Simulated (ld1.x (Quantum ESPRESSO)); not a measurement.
## platinum TM: all-electron and pseudo phase curves

* Element: Pt (Z = 78)
* Generator: ld1.x (Quantum ESPRESSO) 7.5
* Type: norm-conserving Troullier–Martins (Kleinman–Bylander form)
* Functional: PBEsol
* Relativity: scalar-relativistic
* Frozen core: [Xe] 4f14
* Valence charge: 10
* Reference configuration: 5d9 6s0 6p0 (charge +1)
* Partial waves: 6s (bound, empty): rc 1.80 bohr; 6p (bound, empty): rc 2.50 bohr; 5d (bound): rc 1.60 bohr
* Local potential: the d channel
* Core correction: a·sin(br)/r model core inside 1.20 bohr

The phase is arctan(r·u′/u) with u = r·R(r), unwrapped; energies in Ry, scanned from -3 to 5 Ry. A pole is an energy at which the radial function vanishes at the test radius. The pseudo phase is shifted by a multiple of π to meet the all-electron one at the reference energy, and phase errors are pseudo minus all-electron; the curves can meet again beyond the range given. Levels narrower than the energy grid can be missing from the lists of poles.

Task: For each channel, where are the poles, and over which energies does the pseudopotential scatter like the atom?

Result:

```tsv
channel	radius (bohr)	reference energy (Ry)	poles, all-electron	poles, pseudo	unbroken range about the reference energy with phases within 0.05 rad	phase error 1 Ry above the reference energy (rad)
s	2.68	-0.95	0.83	0.82	below 3.1	+0.000
p	2.68	-0.48	2.46	-1.21, 2.48	-1.1 to 4.5	+0.017
d	2.68	-1.05	-0.73	-0.73	the whole range	-0.001
```

Note: ghost states, extra bound levels that the all-electron valence spectrum of the same l lacks: s at -57.5 eV, p at -16.7 eV. A true bound ghost makes a file unfit for plane-wave use.

Phases in the d channel:

```
E (Ry)  all-electron  pseudo
 -3.00         1.323   1.323
 -2.76         1.306   1.306
 -2.52         1.285   1.285
 -2.28         1.257   1.257
 -2.04         1.215   1.215
 -1.80         1.145   1.145
 -1.56         0.997   0.996
 -1.32         0.466   0.466
 -1.08        -1.035  -1.035
 -0.84        -1.489  -1.489
 -0.60        -1.632  -1.632
 -0.36        -1.709  -1.709
 -0.12        -1.766  -1.766
  0.12        -1.816  -1.817
  0.36        -1.869  -1.870
  0.60        -1.929  -1.931
  0.84        -2.007  -2.010
  1.08        -2.116  -2.122
  1.32        -2.283  -2.293
  1.56        -2.560  -2.579
  1.80        -3.007  -3.040
  2.04        -3.542  -3.577
  2.28        -3.943  -3.968
  2.52        -4.183  -4.200
  2.76        -4.328  -4.340
  3.00        -4.423  -4.433
  3.24        -4.490  -4.497
  3.48        -4.539  -4.546
  3.72        -4.577  -4.583
  3.96        -4.608  -4.613
  4.20        -4.633  -4.639
  4.44        -4.655  -4.660
  4.68        -4.674  -4.680
  4.92        -4.691  -4.697
```
